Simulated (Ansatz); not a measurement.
Relaxation of ClH7W (9 atoms, charge 0, multiplicity 1), to a largest force component of 0.03 eV/Å in at most 50 steps.

Level of theory: Ansatz, RHF/def2-SVP.

```xyz
9
Properties=species:S:1:pos:R:3:forces:R:3
W 0.107 0.146 0.229 0.07 -0.09 0.44
Cl -0.199 -0.204 2.559 -0.23 -0.19 -0.29
H 1.432 -0.505 -0.601 -0.02 0.01 0.01
H -0.566 1.437 -0.642 -0.02 -0.03 -0.01
H -1.431 -0.270 -0.185 0.09 0.01 0.01
H -0.226 -1.420 -0.154 -0.01 0.11 0.00
H -0.192 -0.218 -1.361 -0.05 0.00 -0.02
H 1.958 1.995 1.514 0.81 0.84 -1.02
H 1.559 1.582 1.940 -0.64 -0.66 0.88
```

Question: Where does it end, and by what steps?

Answer: It converged. The force dipped under the threshold on the way, but the program's further checks kept it going. After 29 steps the energy has fallen by 0.499 eV; H9 moved furthest, 1.46 Å. Joined: W1–H8 (2.91 → 1.92 Å), W1–H9 (2.66 → 1.92 Å).

```csv
step,energy less start (eV),largest force component (eV/Å),accepted
0,0.0000,1.020,yes
2,-0.1102,0.269,yes
4,-0.1540,0.123,yes
6,-0.1645,0.259,yes
8,-0.1657,0.077,yes
10,-0.1660,0.073,yes
12,-0.1662,0.244,yes
14,-0.1689,0.146,yes
16,-0.1757,0.130,yes
18,-0.1796,0.131,yes
20,-0.1890,0.297,yes
22,-0.2267,0.343,yes
24,-0.4156,0.736,yes
26,-0.3931,1.704,no
28,-0.4988,0.054,yes
29,-0.4991,0.008,yes
```

```xyz
9
Properties=species:S:1:pos:R:3
W 0.098 0.119 0.698
Cl -0.837 -0.747 2.663
H 1.587 -0.542 0.252
H -0.547 1.593 0.181
H -1.175 0.033 -0.345
H 0.038 -1.190 -0.301
H 0.435 0.402 -0.940
H 1.136 1.723 0.533
H 1.705 1.153 0.557
```

Whether the end is a true minimum wasn't checked by a vibrational analysis.

Time of the run: 50 s on 1 thread of Arm Neoverse V1, on a shared host, peak memory 0.15 GiB.
